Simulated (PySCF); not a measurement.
An unknown is described by computed data only.

Formula: C5H12Al; charge -1.

- NMR, other nuclei: isotropic shieldings of nuclei other than C and H, by class: 462 (1 Al) ppm [GIAO B97-2/pcSseg-1]
- 13C NMR: chemical shifts (computed TMS as zero) by class: 37.3 (2 C), 29.5 (2 C), 25.8 (1 C) ppm [GIAO B97-2/pcSseg-1]
- XPS: C1s 284.6, C1s 286.1 (×2), C1s 286.6 (×2), Al1s 1559.7 eV [ΔSCF SCAN, pcX-2 on the ionised atom, pcseg-1 elsewhere, spin-free X2C]
- Rotational structure: rotational constants A, B, C: 5.989, 1.638, 1.391 GHz [PBE0-D3(BJ)/def2-SVP]
- 1H NMR: chemical shifts (computed TMS as zero) by class: 3.39 (3 H), 1.63 (2 H), 1.21 (2 H), 1.08 (2 H), 0.95 (2 H), -0.42 (1 H) ppm [GIAO B97-2/pcSseg-1]

Electronic properties: PySCF, gas phase, density fitting. Levels stand in brackets. The structure is a single PBE0-D3(BJ)/def2-SVP conformer in the gas phase; no vibrational or solvent corrections. The geometry's basis has no diffuse functions, a weakness for an anion. No diffuse functions stand in pcSseg-1, which bears on an anion's orbital energies. NMR classes are plain means over equivalent atoms (diastereotopic ones count apart unless rotation or inversion swaps them), as if these changed places fast.

Problem. Give a SMILES that accounts for the data.

Solution. Numbering: `[AlH3-:1][CH:2]1[CH2:3][CH2:4][CH2:5][CH2:6]1`. 5 carbons fall into 3 classes; from least to most shielded: ring CH2 carbon [C3/C6] (37.3 ppm, 2 C), ring CH2 carbon [C4/C5] (29.5 ppm, 2 C), sp3 CH carbon [C2] (25.8 ppm). Hydrogen classes from least to most shielded: 3 H on an aluminium bonded to C and 3 H, Al1 (3.39 ppm), 2 H on 2 ring CH2 carbons, C3/C6 (1.63 ppm), 2 H on 2 ring CH2 carbons, C4/C5 (1.21 ppm), 2 H on 2 ring CH2 carbons, C3/C6 (1.08 ppm), 2 H on 2 ring CH2 carbons, C4/C5 (0.95 ppm), 1 H on an sp3 CH carbon, C2 (-0.42 ppm). The other shieldings belong to: 462 ppm, aluminium bonded to C and 3 H [Al1]. The core levels belong to: C1s 284.6 eV, sp3 CH carbon [C2]; C1s 286.1 eV, ring CH2 carbon [C3/C6]; C1s 286.6 eV, ring CH2 carbon [C4/C5]; Al1s 1559.7 eV, aluminium bonded to C and 3 H [Al1]. The optimised geometry has point group Cs and is an asymmetric top. Structure: `C1CC[CH]([AlH3-])C1`. The assignments are read from this structure; whether some other isomer fits the data as well wasn't checked.
